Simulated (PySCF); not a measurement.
UHF on Be⁺ (beryllium, charge +1)

Configuration: [He] 3d1, 2D determinant (an excited configuration). Computed with PySCF 2.14 in aug-cc-pVQZ (6s5p4d3f2g, 80 functions), with no relativity, point nucleus.

```json
{
 "Total energy": "-13.830546 hartree",
 "One-electron energy": "-16.5764 hartree",
 "Hartree (Coulomb) energy": "5.1222 hartree",
 "Exchange energy": "-2.3764 hartree",
 "Kinetic energy": "13.86088 hartree",
 "⟨S²⟩": "0.7500",
 "⟨L²⟩": "6.000",
 "Sum of ⟨r⟩": "5.688 bohr",
 "Sum of ⟨r²⟩": "26.70 bohr²",
 "Traceless quadrupole moment −½Σ⟨3z² − r²⟩ along its main axis": "7.50 e·bohr²",
 "Density at the nucleus (Gaussians lack the cusp)": "33.7 bohr⁻³",
 "Spin density at the nucleus": "-0.000641 bohr⁻³",
 "Langevin diamagnetic susceptibility": "-21.1 ×10⁻⁶ cm³/mol"
}
```

```csv
shell,electrons,mean orbital energy (eV),"rms radius, mean of both spins (bohr)"
1s α,1,-147.83,0.482
1s β,1,-147.83,0.482
3d α,1,-5.967,5.12
```

The outer electron is Rydberg-like, and this basis confines it to a smaller radius and binds it less than a complete one would.

Spin-orbit constants ζ (cm⁻¹) from the X2C one-electron operator on these orbitals (non-relativistic here): bare nucleus, nucleus screened by l(l+1)(2l+1)/3 electrons, and screened by the Breit-Pauli mean field of the electrons.

```csv
shell,bare,screened nucleus,mean field
3d,0.5167,0.2584,0.2380
```

To first order the Landé constant is A = 0.2380 cm⁻¹, so the lowest level has J = 3/2 and lies 4.43e-05 eV below the centre of the term.
